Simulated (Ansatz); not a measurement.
Ansatz (a program for electronic structure) input (CCSD(T)/aug-cc-pVDZ):

Ansatz 0.2 input:
```yaml
crystal:
  periodic: [false, false, false]
  atoms:
    - {symbol: C, position_ang: [2.18860447, 0.46617019, -0.93183302]}
    - {symbol: C, position_ang: [1.49392183, 0.01164090, 0.30059645]}
    - {symbol: C, position_ang: [0.06685145, -0.41775167, 0.32874556]}
    - {symbol: C, position_ang: [-0.84818306, 0.38197898, -0.60572319]}
    - {symbol: C, position_ang: [-2.28570366, -0.12527910, -0.60418958]}
    - {symbol: O, position_ang: [-0.43147757, -0.41901522, 1.67293971]}
    - {symbol: H, position_ang: [2.20010937, -0.31424086, -1.70774580]}
    - {symbol: H, position_ang: [3.22509325, 0.73311039, -0.72669880]}
    - {symbol: H, position_ang: [1.70121399, 1.33420734, -1.38686218]}
    - {symbol: H, position_ang: [2.08345641, -0.26577605, 1.16675848]}
    - {symbol: H, position_ang: [-0.00089055, -1.47655033, 0.03017050]}
    - {symbol: H, position_ang: [-0.81711933, 1.43533736, -0.30542762]}
    - {symbol: H, position_ang: [-0.44081305, 0.33621317, -1.61923218]}
    - {symbol: H, position_ang: [-2.70733082, -0.09416382, 0.40009124]}
    - {symbol: H, position_ang: [-2.91491054, 0.47740082, -1.26124204]}
    - {symbol: H, position_ang: [-2.33390866, -1.16015624, -0.95181143]}
    - {symbol: H, position_ang: [-0.23602547, 0.44618419, 2.05290472]}
basis:
  gaussian:
    orbitals: aug-cc-pVDZ
magnetization: {spin_polarized: true, initial_magnetization: 1}
correlation: {method: ccsd_t, electrons: outside_noble_gas}
output: {forces: true}
```

End of the output:

```
cycle   7  -27.07915870 eV  change    1.1e-4 eV  update   4.7e-4
cycle   8  -27.07911925 eV  change    3.9e-5 eV  update   2.1e-4
cycle   9  -27.07915099 eV  change   -3.2e-5 eV  update   1.1e-4
cycle  10  -27.07912693 eV  change    2.4e-5 eV  update   5.3e-5
cycle  11  -27.07911501 eV  change    1.2e-5 eV  update   2.4e-5
cycle  12  -27.07913279 eV  change   -1.8e-5 eV  update   1.1e-5
cycle  13  -27.07914133 eV  change   -8.5e-6 eV  update   5.0e-6
cycle  14  -27.07914603 eV  change   -4.7e-6 eV  update   2.3e-6
perturbative correction -0.88800844 eV, -0.0326337084 hartree
the calculation of the forces begins
1.16 GiB of device memory are held for the factors and their scratch space
Total energy: -7391.24740569 eV, -271.6233321918 hartree
Atom 0 at     2.188604     0.466170    -0.931833 Å, force     0.035917     0.012824    -0.241957 eV/Å
Atom 1 at     1.493922     0.011641     0.300596 Å, force     0.002528     0.179574     0.195348 eV/Å
Atom 2 at     0.066851    -0.417752     0.328746 Å, force    -0.232860    -0.018654    -0.109892 eV/Å
Atom 3 at    -0.848183     0.381979    -0.605723 Å, force     0.048766    -0.029006     0.078627 eV/Å
Atom 4 at    -2.285704    -0.125279    -0.604190 Å, force     0.068692    -0.007731     0.029839 eV/Å
Atom 5 at    -0.431478    -0.419015     1.672940 Å, force    -0.230763    -0.217709     0.351743 eV/Å
Atom 6 at     2.200109    -0.314241    -1.707746 Å, force     0.001158    -0.322539    -0.295083 eV/Å
Atom 7 at     3.225093     0.733110    -0.726699 Å, force     0.450638     0.118842     0.105047 eV/Å
Atom 8 at     1.701214     1.334207    -1.386862 Å, force    -0.215303     0.375637    -0.166076 eV/Å
Atom 9 at     2.083456    -0.265776     1.166758 Å, force     0.291465    -0.144963     0.414814 eV/Å
Atom 10 at    -0.000891    -1.476550     0.030170 Å, force    -0.029170    -0.409448    -0.109104 eV/Å
Atom 11 at    -0.817119     1.435337    -0.305428 Å, force     0.017523     0.459759     0.149129 eV/Å
Atom 12 at    -0.440813     0.336213    -1.619232 Å, force     0.192132    -0.041419    -0.454788 eV/Å
Atom 13 at    -2.707331    -0.094164     0.400091 Å, force    -0.188397     0.028231     0.453288 eV/Å
Atom 14 at    -2.914911     0.477401    -1.261242 Å, force    -0.266357     0.270561    -0.291217 eV/Å
Atom 15 at    -2.333909    -1.160156    -0.951811 Å, force    -0.002454    -0.456523    -0.161363 eV/Å
Atom 16 at    -0.236025     0.446184     2.052905 Å, force     0.056484     0.202563     0.051645 eV/Å
Dipole moment:     0.183339     0.220835    -0.232882 e Å
```

It need not be the lowest isomer of its formula.
